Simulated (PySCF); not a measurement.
PySCF input (TPSSh/def2-TZVPD):

```python
from pyscf import gto, scf, dft

mol = gto.M(
    atom='''
    C     1.38169697   -1.22058696    0.67857413
    Si   -0.04175444    0.00137216    0.60536279
    C    -1.69974103   -0.86822703    0.46523558
    Cl    0.21130637    1.18144046   -1.10076317
    H     1.28742385   -1.85783650    1.56038845
    H     2.34169038   -0.70644076    0.72343283
    H     1.37207377   -1.85586827   -0.21199656
    H    -2.51661071   -0.15089798    0.38707594
    H    -1.87191589   -1.49656857    1.34165650
    H    -1.71204322   -1.50320200   -0.42552058
    ''',
    basis='def2-tzvpd',
    charge=0,
    spin=1,
    verbose=4,
)

mf = dft.UKS(mol, xc='tpssh').density_fit(auxbasis='def2-universal-jkfit')
mf.grids.level = 3
mf.conv_tol = 1e-9
mf.max_cycle = 100
mf.max_memory = 1500
mf.kernel()
if not mf.converged:
    mf = mf.newton()
    mf.kernel(mf.make_rdm1())
for _ in range(2):
    mo, _, stable, _ = mf.stability(return_status=True)
    if stable:
        break
    mf.kernel(mf.make_rdm1(mo, mf.mo_occ))
mf.analyze()
```

Output:

```
PySCF version 2.14.0

[INPUT] verbose = 4
[INPUT] num. atoms = 10
[INPUT] num. electrons = 49
[INPUT] charge = 0
[INPUT] spin (= nelec alpha-beta = 2S) = 1
[INPUT] symmetry False subgroup None
[INPUT] Mole.unit = angstrom
[INPUT] Symbol           X                Y                Z      unit          X                Y                Z       unit  Magmom
[INPUT]  1 C      1.381696970000  -1.220586960000   0.678574130000 AA    2.611028860441  -2.306575065615   1.282319260915 Bohr   0.0
[INPUT]  2 Si    -0.041754440000   0.001372160000   0.605362790000 AA   -0.078904456085   0.002593006599   1.143969879103 Bohr   0.0
[INPUT]  3 C     -1.699741030000  -0.868227030000   0.465235580000 AA   -3.212045029386  -1.640711300645   0.879167829603 Bohr   0.0
[INPUT]  4 Cl     0.211306370000   1.181440460000  -1.100763170000 AA    0.399311167676   2.232598901880  -2.080140919308 Bohr   0.0
[INPUT]  5 H      1.287423850000  -1.857836500000   1.560388450000 AA    2.432878482733  -3.510802169221   2.948706818435 Bohr   0.0
[INPUT]  6 H      2.341690380000  -0.706440760000   0.723432830000 AA    4.425153486729  -1.334979559630   1.367089918219 Bohr   0.0
[INPUT]  7 H      1.372073770000  -1.855868270000  -0.211996560000 AA    2.592843647999  -3.507082753570  -0.400615437750 Bohr   0.0
[INPUT]  8 H     -2.516610710000  -0.150897980000   0.387075940000 AA   -4.755705004047  -0.285155854950   0.731467516009 Bohr   0.0
[INPUT]  9 H     -1.871915890000  -1.496568570000   1.341656500000 AA   -3.537408360321  -2.828104723932   2.535363338243 Bohr   0.0
[INPUT] 10 H     -1.712043220000  -1.503202000000  -0.425520580000 AA   -3.235292799218  -2.840640089898  -0.804117356566 Bohr   0.0

nuclear repulsion = 206.125507963545
number of shells = 87
number of NR pGTOs = 311
number of NR cGTOs = 217
basis = def2-tzvpd
ecp = {}

******** <class 'pyscf.df.df_jk.DFUKS'> ********
method = DFUKS
initial guess = minao
damping factor = 0
level_shift factor = 0
DIIS = <class 'pyscf.scf.diis.CDIIS'>
diis_start_cycle = 1
diis_space = 8
diis_damp = 0
SCF conv_tol = 1e-09
SCF conv_tol_grad = None
SCF max_cycles = 100
direct_scf = False
number electrons alpha = 25  beta = 24
XC library pyscf.dft.libxc version 7.1.2
    S. Lehtola, C. Steigemann, M. J. T. Oliveira, and M. A. L. Marques,  SoftwareX 7, 1–5 (2018)
XC functionals = tpssh
    V. N. Staroverov, G. E. Scuseria, J. Tao, and J. P. Perdew,  J. Chem. Phys. 119, 12129 (2003)
radial grids:
    Treutler-Ahlrichs [JCP 102, 346 (1995); DOI:10.1063/1.469408] (M4) radial grids

becke partition: Becke, JCP 88, 2547 (1988); DOI:10.1063/1.454033
pruning grids: <function nwchem_prune>
grids dens level: 3
symmetrized grids: False
atomic radii adjust function: <function treutler_atomic_radii_adjust>
small_rho_cutoff = 0
Set gradient conv threshold to 3.16228e-05
tot grids = 125144
******** <class 'pyscf.df.df.DF'> ********
auxbasis = def2-universal-jkfit
init E= -829.648155964118
[...]
  beta  nocc = 24  HOMO = -0.286997870837992  LUMO = -0.100586109709976
  HOMO = -0.197230417325  LUMO = -0.10058610971  gap/eV = 2.62983
Extra cycle  E= -829.640470155904  delta_E= -7.28e-12  |g|= 1.24e-05  |ddm|= 2.35e-05
converged SCF energy = -829.640470155904  <S^2> = 0.75207524  2S+1 = 2.0020742
uhf_internal: lowest eigs of H = [0.31484466 0.33767989 0.35997119]
<class 'pyscf.df.df_jk.DFUKS'> wavefunction is stable in the internal stability analysis
**** SCF Summaries ****
Total Energy =                        -829.640470155904268
Nuclear Repulsion Energy =             206.125507963545090
One-electron Energy =                -1553.364629853077759
Two-electron Energy =                  517.598651733628458
Two-electron Coulomb Energy =          579.972328305229439
DFT Exchange-Correlation Energy =      -62.373676571600967
HOMO-LUMO gap [eV] =                     2.629825561146172
**** MO energy ****
                             alpha | beta                alpha | beta
MO #1   energy= -101.359953297134  | -101.359327958265  occ= 1 | 1
MO #2   energy= -66.0112606305501  | -66.0079886223415  occ= 1 | 1
MO #3   energy= -10.1093242512191  | -10.1081680114588  occ= 1 | 1
MO #4   energy= -10.1093223463764  | -10.1081657213099  occ= 1 | 1
MO #5   energy= -9.36258545902729  | -9.36205757656691  occ= 1 | 1
MO #6   energy= -7.10777818607282  | -7.10689041481781  occ= 1 | 1
MO #7   energy= -7.10320467929415  | -7.10204017421988  occ= 1 | 1
MO #8   energy= -7.10235711029427  | -7.10200678981185  occ= 1 | 1
MO #9   energy= -5.2386243652643   | -5.23497998846714  occ= 1 | 1
MO #10  energy= -3.5889846986589   | -3.58478495022052  occ= 1 | 1
MO #11  energy= -3.58641393536241  | -3.58048167671468  occ= 1 | 1
MO #12  energy= -3.58276557428613  | -3.57915850083781  occ= 1 | 1
MO #13  energy= -0.794484729090168 | -0.790840259440589 occ= 1 | 1
MO #14  energy= -0.702444600446452 | -0.698372831489972 occ= 1 | 1
MO #15  energy= -0.681577742525857 | -0.678921783060624 occ= 1 | 1
MO #16  energy= -0.470554026386552 | -0.45558279939905  occ= 1 | 1
MO #17  energy= -0.414394033145449 | -0.411570362021607 occ= 1 | 1
MO #18  energy= -0.412507083865303 | -0.40765889577185  occ= 1 | 1
MO #19  energy= -0.398172569697547 | -0.397208611215115 occ= 1 | 1
MO #20  energy= -0.395368068363099 | -0.392015456950571 occ= 1 | 1
MO #21  energy= -0.349141708227682 | -0.343472037720832 occ= 1 | 1
MO #22  energy= -0.333589400189257 | -0.32966723522662  occ= 1 | 1
MO #23  energy= -0.317988036133899 | -0.310236996182511 occ= 1 | 1
MO #24  energy= -0.290506586924568 | -0.286997870837992 occ= 1 | 1
MO #25  energy= -0.197230417324931 | -0.100586109709976 occ= 1 | 0
MO #26  energy= -0.000786687565206961 | 0.00371638399766228 occ= 0 | 0
MO #27  energy= 0.00520212156027114 | 0.0181946372615466 occ= 0 | 0
MO #28  energy= 0.0143493613203295 | 0.0212786127118087 occ= 0 | 0
MO #29  energy= 0.0318075170943056 | 0.0408590665944841 occ= 0 | 0
MO #30  energy= 0.0442941318271093 | 0.0476178459263659 occ= 0 | 0
MO #31  energy= 0.0548328473871077 | 0.0586537764423126 occ= 0 | 0
MO #32  energy= 0.0549916230676474 | 0.0605030032560528 occ= 0 | 0
MO #33  energy= 0.062508850831184  | 0.0683888850893945 occ= 0 | 0
MO #34  energy= 0.0656982694099402 | 0.0771622780325237 occ= 0 | 0
MO #35  energy= 0.0788001964403443 | 0.0836665109940597 occ= 0 | 0
MO #36  energy= 0.0815043663435095 | 0.0842810338150063 occ= 0 | 0
MO #37  energy= 0.0898057366003946 | 0.0959951923260246 occ= 0 | 0
MO #38  energy= 0.103984602276471  | 0.105430611499137  occ= 0 | 0
MO #39  energy= 0.106681663473435  | 0.111091354787503  occ= 0 | 0
MO #40  energy= 0.111619535961944  | 0.115486729739181  occ= 0 | 0
MO #41  energy= 0.11349043682852   | 0.119543236041238  occ= 0 | 0
MO #42  energy= 0.128061685751107  | 0.134100241699443  occ= 0 | 0
MO #43  energy= 0.140983080506362  | 0.142254364926462  occ= 0 | 0
MO #44  energy= 0.150925072417173  | 0.157941283024088  occ= 0 | 0
MO #45  energy= 0.166819104787575  | 0.172280735406761  occ= 0 | 0
MO #46  energy= 0.174590561334338  | 0.184796015975855  occ= 0 | 0
MO #47  energy= 0.187156042469708  | 0.197321006870115  occ= 0 | 0
MO #48  energy= 0.188765740865511  | 0.198318039814745  occ= 0 | 0
MO #49  energy= 0.208033353903841  | 0.213675725775579  occ= 0 | 0
MO #50  energy= 0.21279436316627   | 0.21681734473188   occ= 0 | 0
MO #51  energy= 0.214179344596364  | 0.22066306333821   occ= 0 | 0
MO #52  energy= 0.225609139612591  | 0.231443125599149  occ= 0 | 0
MO #53  energy= 0.227152555666708  | 0.231907879511163  occ= 0 | 0
MO #54  energy= 0.23345317716146   | 0.23821066348628   occ= 0 | 0
MO #55  energy= 0.239811576976788  | 0.24292191432645   occ= 0 | 0
MO #56  energy= 0.254993817866829  | 0.259384128575697  occ= 0 | 0
MO #57  energy= 0.261956374428666  | 0.263607800337     occ= 0 | 0
MO #58  energy= 0.268757504432108  | 0.273283964759695  occ= 0 | 0
MO #59  energy= 0.270365613945751  | 0.273381763519864  occ= 0 | 0
MO #60  energy= 0.275539563548369  | 0.278412276403124  occ= 0 | 0
MO #61  energy= 0.281408389324708  | 0.283828801872837  occ= 0 | 0
MO #62  energy= 0.292942589000679  | 0.29463706659749   occ= 0 | 0
MO #63  energy= 0.299570563246082  | 0.303679908980634  occ= 0 | 0
MO #64  energy= 0.305845188761387  | 0.308182972391226  occ= 0 | 0
MO #65  energy= 0.306518961765953  | 0.311659742422577  occ= 0 | 0
MO #66  energy= 0.321467310424682  | 0.325216333142347  occ= 0 | 0
MO #67  energy= 0.32589061991412   | 0.330899125171006  occ= 0 | 0
MO #68  energy= 0.334373276758286  | 0.336246264110375  occ= 0 | 0
MO #69  energy= 0.340496933400248  | 0.342713032392764  occ= 0 | 0
MO #70  energy= 0.361718864437839  | 0.367440566306038  occ= 0 | 0
MO #71  energy= 0.364927154937986  | 0.368352110817073  occ= 0 | 0
MO #72  energy= 0.368069163796487  | 0.372595185149865  occ= 0 | 0
MO #73  energy= 0.381379945745468  | 0.384631306485237  occ= 0 | 0
MO #74  energy= 0.396615015563445  | 0.398528476670903  occ= 0 | 0
MO #75  energy= 0.407596365309819  | 0.413675158361438  occ= 0 | 0
MO #76  energy= 0.418907888862388  | 0.423819408301327  occ= 0 | 0
MO #77  energy= 0.421385170726053  | 0.432879321103636  occ= 0 | 0
MO #78  energy= 0.427842644923519  | 0.43842728160114   occ= 0 | 0
MO #79  energy= 0.431581000566868  | 0.444091701743761  occ= 0 | 0
MO #80  energy= 0.436591862985217  | 0.444631473092312  occ= 0 | 0
MO #81  energy= 0.445925424074138  | 0.449380244866199  occ= 0 | 0
MO #82  energy= 0.462675354628158  | 0.469168769005461  occ= 0 | 0
MO #83  energy= 0.466810651712904  | 0.471895104467616  occ= 0 | 0
MO #84  energy= 0.484539472892741  | 0.489765416473201  occ= 0 | 0
MO #85  energy= 0.518731624094078  | 0.522731672613999  occ= 0 | 0
MO #86  energy= 0.521616701740605  | 0.523949264097478  occ= 0 | 0
MO #87  energy= 0.541781570919346  | 0.548068252593575  occ= 0 | 0
MO #88  energy= 0.547172608439138  | 0.551950060979139  occ= 0 | 0
MO #89  energy= 0.573217063042309  | 0.579707394678204  occ= 0 | 0
MO #90  energy= 0.58491359904502   | 0.59140984677223   occ= 0 | 0
MO #91  energy= 0.593767044092543  | 0.597088111245463  occ= 0 | 0
MO #92  energy= 0.603856665031258  | 0.610442401662123  occ= 0 | 0
MO #93  energy= 0.616685265428939  | 0.618902242924261  occ= 0 | 0
MO #94  energy= 0.629703785987241  | 0.63863935346384   occ= 0 | 0
MO #95  energy= 0.634171279794312  | 0.640442934517438  occ= 0 | 0
MO #96  energy= 0.646988603724418  | 0.651392654083323  occ= 0 | 0
MO #97  energy= 0.670149962117691  | 0.675201738072256  occ= 0 | 0
MO #98  energy= 0.680283045994073  | 0.681921693565293  occ= 0 | 0
MO #99  energy= 0.683326024142096  | 0.688802766880692  occ= 0 | 0
MO #100 energy= 0.691003591355751  | 0.694361137782501  occ= 0 | 0
MO #101 energy= 0.693683208995155  | 0.698116172072801  occ= 0 | 0
MO #102 energy= 0.708421234213538  | 0.711923157138862  occ= 0 | 0
MO #103 energy= 0.711306072650455  | 0.713393464422842  occ= 0 | 0
MO #104 energy= 0.714458647584508  | 0.719126888125405  occ= 0 | 0
[...]
```

It need not be the lowest isomer of its formula.
